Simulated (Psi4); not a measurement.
H₃S, charge +1, singlet, at a GFN2-xTB geometry; Psi4 with PBE0/6-31G*.

Psi4 was given this input:
```
memory 2 GB

molecule {
1 1
S     0.00815214   -0.00667796    0.11475350
H    -0.52580220    1.06636048   -0.51777110
H     1.09132467   -0.05802782   -0.69808507
H    -0.69595671   -0.90148537   -0.62019990
}

set {
  basis 6-31g*
}

energy('pbe0')
print_variables()
```

Write the output that Psi4 gives for this input, abridged.


```
   => Loading Basis Set <=

    Name: 6-31G*
    Role: ORBITAL
    Keyword: BASIS

         ---------------------------------------------------------
                                   SCF
               by Justin Turney, Rob Parrish, Andy Simmonett
                          and Daniel G. A. Smith
                              RKS Reference
         ---------------------------------------------------------

  ==> Geometry <==

    Molecular point group: c1
    Full point group: C1

    Geometry (in Angstrom), charge = 1, multiplicity = 1:

       Center              X                  Y                   Z               Mass
    ------------   -----------------  -----------------  -----------------  -----------------
         S            0.004460644312    -0.003654008377     0.062790207657    31.972071174400
         H           -0.529493695688     1.069384431623    -0.569734392343     1.007825032230
         H            1.087633174312    -0.055003868377    -0.750048362343     1.007825032230
         H           -0.699648205688    -0.898461418377    -0.672163192343     1.007825032230

  Running in c1 symmetry.

  Rotational constants: A =      4.89683  B =      4.89683  C =      4.27590 [cm^-1]
  Rotational constants: A = 146803.27861  B = 146803.27772  C = 128188.35941 [MHz]
  Nuclear repulsion =   19.545453456755709

  Charge       = 1
  Multiplicity = 1
  Electrons    = 18
  Nalpha       = 9
  Nbeta        = 9

  ==> Algorithm <==

  SCF Algorithm Type is DF.
  DIIS enabled.
  MOM disabled.
  Fractional occupation disabled.
  Guess Type is SAD.
  Energy threshold   = 1.00e-06
  Density threshold  = 1.00e-06
  Integral threshold = 1.00e-12

  ==> Primary Basis <==

  Basis Set: 6-31G*
    Blend: 6-31G*
    Number of shells: 14
    Number of basis functions: 25
    Number of Cartesian functions: 25
    Spherical Harmonics?: false
    Max angular momentum: 2

  ==> DFT Potential <==

   => LibXC <=

    Version 7.1.2
    S. Lehtola, C. Steigemann, M. J. T. Oliveira, and M. A. L. Marques,  SoftwareX 7, 1–5 (2018) (10.1016/j.softx.2017.11.002)

   => Composite Functional: PBE0 <=

    PBE0 Hyb-GGA Exchange-Correlation Functional

    C. Adamo and V. Barone,  J. Chem. Phys. 110, 6158 (1999) (10.1063/1.478522)
    M. Ernzerhof and G. E. Scuseria,  J. Chem. Phys. 110, 5029 (1999) (10.1063/1.478401)

    Deriv               =              1
    GGA                 =           TRUE
    Meta                =          FALSE

    Exchange Hybrid     =           TRUE
    MP2 Hybrid          =          FALSE

   => Exchange Functionals <=

    0.7500   Perdew, Burke & Ernzerhof

   => Exact (HF) Exchange <=

    0.2500               HF

   => Correlation Functionals <=

    1.0000   Perdew, Burke & Ernzerhof

   => LibXC Density Thresholds  <==

    XC_HYB_GGA_XC_PBEH:  1.00E-15

   => Molecular Quadrature <=

    Radial Scheme          =       TREUTLER
    Pruning Scheme         =           NONE
    Nuclear Scheme         =       TREUTLER

    Blocking Scheme        =         OCTREE
    BS radius alpha        =              1
    Pruning alpha          =              1
    Radial Points          =             75
    Spherical Points       =            302
    Total Points           =          87040
    Total Blocks           =            705
    Max Points             =            256
    Max Functions          =             25
    Weights Tolerance      =       1.00E-15

   => Loading Basis Set <=

    Name: (6-31G* AUX)
    Role: JKFIT
    Keyword: DF_BASIS_SCF

  ==> Integral Setup <==

  SCF_SUBTYPE=INCORE selected. In-core MEM_DF algorithm will be used.
  Using in-core AOs.

  ==> MemDFJK: Density-Fitted J/K Matrices <==

    J tasked:                   Yes
    K tasked:                   Yes
    wK tasked:                   No
    Algorithm:                 Core
    Schwarz Cutoff:           1E-12
    Mask sparsity (%):       0.0000
    Fitting Condition:        1E-10

   => Auxiliary Basis Set <=

  Basis Set: (6-31G* AUX)
    Blend: CC-PVDZ-JKFIT
    Number of shells: 63
    Number of basis functions: 205
    Number of Cartesian functions: 205
    Spherical Harmonics?: false
    Max angular momentum: 3

  Minimum eigenvalue in the overlap matrix is 1.4078687253E-02.
  Reciprocal condition number of the overlap matrix is 2.9159415486E-03.
    Using symmetric orthogonalization.

  ==> Pre-Iterations <==

  SCF Guess: Superposition of Atomic Densities via on-the-fly atomic UHF (no occupation information).

   -------------------------
    Irrep   Nso     Nmo
   -------------------------
     A         25      25
   -------------------------
    Total      25      25
   -------------------------

  ==> Iterations <==

                           Total Energy        Delta E     RMS |[F,P]|

   @DF-RKS iter SAD:  -399.76977976311002   -3.99770e+02   0.00000e+00
   @DF-RKS iter   1:  -399.48949447735407    2.80285e-01   4.58571e-03 DIIS/ADIIS
   @DF-RKS iter   2:  -399.49450761330780   -5.01314e-03   2.78958e-03 DIIS/ADIIS
   @DF-RKS iter   3:  -399.49747418472913   -2.96657e-03   4.73834e-04 DIIS/ADIIS
   @DF-RKS iter   4:  -399.49756167810472   -8.74934e-05   5.53490e-05 DIIS
   @DF-RKS iter   5:  -399.49756277161322   -1.09351e-06   4.02280e-06 DIIS
   @DF-RKS iter   6:  -399.49756277775367   -6.14045e-09   3.21828e-07 DIIS
  Energy and wave function converged.

  ==> Post-Iterations <==

   Electrons on quadrature grid:
      Ntotal   =   18.0000061451 ; deviation = 6.145e-06

    Orbital Energies [Eh]
    ---------------------

    Doubly Occupied:

       1A    -89.391905     2A     -8.366920     3A     -6.301511
       4A     -6.301511     5A     -6.296841     6A     -1.123769
       7A     -0.773472     8A     -0.773472     9A     -0.669768

    Virtual:

      10A     -0.255121    11A     -0.255121    12A     -0.190785
      13A      0.064585    14A      0.064585    15A      0.099761
      16A      0.252207    17A      0.408409    18A      0.408409
      19A      0.423511    20A      0.423511    21A      0.443028
      22A      0.570670    23A      0.900114    24A      0.900115
      25A      3.570258

    Final Occupation by Irrep:
              A
    DOCC [     9 ]
    NA   [     9 ]
    NB   [     9 ]

  @DF-RKS Final Energy:  -399.49756277775367

   => Energetics <=

    Nuclear Repulsion Energy =             19.5454534567557090
    One-Electron Energy =                -584.0145610480251435
    Two-Electron Energy =                 184.8663920198458754
    DFT Exchange-Correlation Energy =     -19.8948472063300272
    Empirical Dispersion Energy =           0.0000000000000000
    VV10 Nonlocal Energy =                  0.0000000000000000
    Total Energy =                       -399.4975627777536147

Computation Completed

Properties will be evaluated at   0.000000,   0.000000,   0.000000 [a0]

Properties computed using the SCF density matrix

 Multipole Moments:

 ------------------------------------------------------------------------------------
     Multipole            Electronic (a.u.)      Nuclear  (a.u.)        Total (a.u.)
 ------------------------------------------------------------------------------------

 L = 1.  Multiply by 2.5417464519 to convert [e a0] to [Debye]
 Dipole X            :          0.0723918           -0.1325424           -0.0601506
 Dipole Y            :         -0.0592982            0.1085742            0.0492760
 Dipole Z            :          1.0189550           -1.8657316           -0.8467766
 Magnitude           :                                                    0.8503392

 ------------------------------------------------------------------------------------

  Variable Map:
  ----------------------------------------------------------------------------
  "CURRENT ENERGY"              =>    -399.497562777754
  "CURRENT REFERENCE ENERGY"    =>    -399.497562777754
  "DD SOLVATION ENERGY"         =>       0.000000000000
  "DFT FUNCTIONAL TOTAL ENERGY" =>    -399.497562777754
  "DFT TOTAL ENERGY"            =>    -399.497562777754
  "DFT VV10 ENERGY"             =>       0.000000000000
  "DFT XC ENERGY"               =>     -19.894847206330
  "GRID ELECTRONS ALPHA"        =>       9.000003072552
  "GRID ELECTRONS BETA"         =>       9.000003072552
  "GRID ELECTRONS TOTAL"        =>      18.000006145104
  "NUCLEAR REPULSION ENERGY"    =>      19.545453456756
  "ONE-ELECTRON ENERGY"         =>    -584.014561048025
  "PCM POLARIZATION ENERGY"     =>       0.000000000000
  "PE ENERGY"                   =>       0.000000000000
  "SCF ITERATION ENERGY"        =>    -399.497562777754
  "SCF ITERATIONS"              =>       6.000000000000
  "SCF TOTAL ENERGY"            =>    -399.497562777754
  "TWO-ELECTRON ENERGY"         =>     184.866392019846
  "XC GRID RADIAL POINTS"       =>      75.000000000000
  "XC GRID SPHERICAL POINTS"    =>     302.000000000000
  "XC GRID TOTAL POINTS"        =>   87040.000000000000

  Array Variable Map:
  ----------------------------------------------------------------------------
  "CURRENT DIPOLE"              =>      -0.060150619190 ... -0.846776561716 1 by 3
  "SCF DIPOLE"                  =>      -0.060150619190 ... -0.846776561716 1 by 3
  "SCF TOTAL ENERGIES"          =>    -399.769779763110 ... -399.497562777754 1 by 7
```
